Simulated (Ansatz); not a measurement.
Hg3O2, relaxed as a singlet with RKS PBE-D4/def2-SVP in Ansatz, starting from the GFN1-xTB geometry. Force threshold 0.02 eV/Å.

In the def2 sets Hg takes a core potential; there is no spin–orbit coupling. An occupied level lies above an empty one. The structure comes from a short search, and lower isomers may exist.

Start:

```xyz
5

Hg    1.671    2.363    0.153
Hg    1.304   -0.463   -0.069
Hg   -0.719   -1.311   -1.641
O    -0.606   -0.188    1.174
O    -1.649   -0.402    0.383
```

| step | energy (eV) | largest force component (eV/Å) | SCF passes |
| --- | --- | --- | --- |
| 1 | -16617.0886 | 1.365 | 48 |
| 2 | -16617.4167 | 1.407 | 33 |
| 3 | -16617.4850 | 2.557 | 33 |
| 4 | -16617.5549 | 0.262 | 29 |
| 5 | -16617.5960 | 0.078 | 37 |
| 6 (rejected) | -16617.5864 | 0.290 | 28 |
| 7 | -16617.6021 | 0.038 | 29 |
| 8 | -16617.6051 | 0.016 | 30 |
| 9 | -16617.6057 | 0.016 | 30 |
| 10 | -16617.6058 | 0.047 | 31 |
| 11 | -16617.6059 | 0.024 | 28 |
| 12 | -16617.6065 | 0.009 | 26 |
| 13 | -16617.6071 | 0.096 | 25 |
| 14 | -16617.6077 | 0.608 | 29 |
| 15 | -16617.6113 | 0.427 | 31 |
| 16 | -16617.6248 | 0.119 | 35 |
| 17 | -16617.6320 | 0.218 | 29 |
| 18 (rejected) | -16617.6266 | 0.596 | 36 |
| 19 | -16617.6379 | 0.065 | 30 |
| 20 | -16617.6401 | 0.030 | 30 |
| 21 (rejected) | -16617.6400 | 0.028 | 31 |
| 22 | -16617.6403 | 0.003 | 28 |

Force components are those of the run's own axes.

End:

Cartesian coordinates in Å:
```
Hg 0.837 2.295 -0.293
Hg 1.673 -1.254 0.289
Hg -0.678 -0.704 -1.882
O -0.460 -0.279 1.365
O -1.371 -0.057 0.521
```

Bonds lost: Hg1–Hg2, Hg2–O4 (atoms count from 1). Metal–metal contacts that move far: Hg2–Hg3 2.70 to 3.25 Å. The end holds 2 separate pieces.

The force fell under the threshold at step 8, but the optimiser went on and released 0.035 eV more. No frequencies were taken in this run, so the end may be a saddle point.

Run time 1.8 min (4 threads of Intel Xeon on a shared host).
